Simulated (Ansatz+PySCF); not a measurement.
Results of a calculation; reference values are marked as such.
A run of PySCF 2.14.0 on singlet ZnCl2 at this shape:

```csv
atom,x (Å),y (Å),z (Å)
Cl,0.0000,0.0000,-1.9293
Zn,0.0000,0.0000,0.0000
Cl,0.0000,0.0000,1.9293
```

Its results:

| Item | Value |
| --- | --- |
| Converged | yes |
| Reference energy | -2696.35715 hartree |
| Correlation energy | -0.62698 hartree |
| Total energy | -2696.98414 hartree |

Q: Which input gives this output? Name the method, the orbitals and the basis set, and write the input.

A: RHF-MP2 in def2-SVP. An unrestricted run that stays on the closed shell gives the same numbers.

```python
from pyscf import gto, scf, mp

mol = gto.M(atom="""
Cl 0.000000 0.000000 -1.929290
Zn 0.000000 0.000000 0.000000
Cl 0.000000 0.000000 1.929290
""", basis='def2-svp', charge=0, spin=0)
mf = scf.RHF(mol)
mf.kernel()
pt = mp.MP2(mf, frozen=15).run()
print(mf.e_tot, pt.e_corr, pt.e_tot)
```
